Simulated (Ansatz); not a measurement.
The first iterations of a band of a periodic cell of 17 atoms, Si16O (host Si, host structure diamond, interstitial O).

Level of theory: Ansatz, DFT PBE, scalar-relativistic, plane waves, PAW. Settings: cutoff 300 eV, k mesh 2x2x2, fermi-dirac smearing 0.05 eV, spin collinear.

| Quantity | Value |
| --- | --- |
| movable images | 3 |
| climbing image | yes |
| spring | 5.0 eV/Å² |
| optimiser | quadratic models (default) |
| start path | default |
| force threshold | 0.05 eV/Å |
| iteration limit | 50 |
| end points | relaxation not finished |

Image 0:

```xyz
17
Lattice="0.0000 5.4300 5.4300 5.4300 0.0000 5.4300 5.4300 5.4300 0.0000" Properties=species:S:1:pos:R:3
Si -0.065 0.038 -0.030
Si 1.410 1.291 1.322
Si 2.823 2.600 -0.012
Si 4.097 4.039 1.338
Si 2.737 -0.037 2.677
Si 4.028 1.391 4.012
Si 5.467 2.667 2.663
Si 6.898 3.932 4.029
Si 0.060 2.367 2.864
Si 1.140 4.159 3.859
Si 2.757 5.415 2.695
Si 4.184 6.483 4.274
Si 2.481 2.756 5.151
Si 3.810 4.047 6.560
Si 5.590 5.146 5.565
Si 6.843 6.760 6.732
O 9.535 8.082 7.417
```

Image 4:

```xyz
17
Lattice="0.0000 5.4300 5.4300 5.4300 0.0000 5.4300 5.4300 5.4300 0.0000" Properties=species:S:1:pos:R:3
Si 0.047 0.112 -0.143
Si 1.400 1.379 1.321
Si 2.949 2.450 -0.025
Si 3.940 4.235 1.070
Si 2.749 0.047 2.651
Si 4.086 1.464 3.952
Si 5.229 2.826 2.406
Si 6.637 4.126 3.727
Si 0.064 2.673 2.746
Si 1.414 4.111 4.022
Si 2.773 5.487 2.685
Si 4.356 6.553 4.109
Si 2.738 2.739 5.393
Si 4.104 4.007 6.823
Si 5.646 5.215 5.516
Si 6.811 6.831 6.769
O 7.516 8.174 9.444
```

| iteration | highest image above the first end (eV) | largest band force component (eV/Å) |
| --- | --- | --- |
| 1 | 3.682 | 1.958 |
| 2 | 2.815 | 2.016 |
| 3 | 2.595 | 1.038 |
| 4 | 2.423 | 0.776 |
| 5 | 2.126 | 0.658 |
| 6 | 1.864 | 0.904 |
| 7 | 1.658 | 0.828 |
| 8 | 1.486 | 0.745 |
| 9 | 1.240 | 0.968 |
| 10 | 0.904 | 1.069 |
| 11 | 0.621 | 1.488 |
| 12 | 1.103 | 0.690 |
| 13 | 2.074 | 1.408 |
| 14 | 1.946 | 1.342 |
| 15 | 1.678 | 1.204 |
| 16 | 1.401 | 2.194 |

Task: Does the band converge within its limit, and where does its top end?

Result: It did not converge within its limit. It ended after 50 iterations with the highest image 1.430 eV above the first end. The band didn't meet its force threshold, so its energies are provisional: the largest band force was still 0.06 eV/Å, and over the last iterations the top stayed at 1.43 eV. Neighbouring images lie up to 2.4 Å apart, so the band is torn or far too coarse. The end points aren't both relaxed to the band's threshold either. The plane-wave cutoff is below what these datasets need, so energies and pressures aren't converged. Limits of this set-up: coarse k mesh.

Time of the run: 3.2 min on 2 threads of AMD EPYC 9R45 (Zen 5), on a shared host, peak memory 0.96 GiB.
